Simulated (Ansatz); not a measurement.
`C[O][Al]([CH3])[NH2]` and `COB(C)N` differ in one element.

Ansatz, PBE0-D4/def2-TZVP geometries, multiplicity 1. Each molecule was computed in one conformer, which needn't be the lowest.

```csv
property,`C[O][Al]([CH3])[NH2]`
LUMO energy (B3LYP/def2-TZVPP) / eV,-0.07
HOMO–LUMO gap (PBE/def2-TZVPP) / eV,5.14
HOMO energy (B3LYP/def2-TZVPP) / eV,-6.87
LUMO energy (ωB97M-V/def2-TZVPP) / eV,1.62
LUMO energy (PBE/def2-TZVPP) / eV,-0.56
HOMO energy (PBE/def2-TZVPP) / eV,-5.69
```

Q: Give the same properties after the change, and the shifts. (Best estimate.)

A: Computed: 
```
                             property  `COB(C)N`  shift
  LUMO energy (B3LYP/def2-TZVPP) / eV       0.61   0.68
  HOMO–LUMO gap (PBE/def2-TZVPP) / eV       6.02   0.88
  HOMO energy (B3LYP/def2-TZVPP) / eV      -7.05  -0.18
LUMO energy (ωB97M-V/def2-TZVPP) / eV       2.20   0.58
    LUMO energy (PBE/def2-TZVPP) / eV       0.18   0.74
    HOMO energy (PBE/def2-TZVPP) / eV      -5.84  -0.15
```

With PBE0 the HOMO falls by 0.17 eV and the LUMO rises by 0.71 eV, so the gap widens by about 0.88 eV. PBE moves the HOMO by -0.15 eV and ωB97M-V by -0.15 eV.

Positive LUMOs are unbound, so they and the gaps depend on the basis.

B3LYP here is the variant with VWN-RPA as its local correlation; programs differ in this.
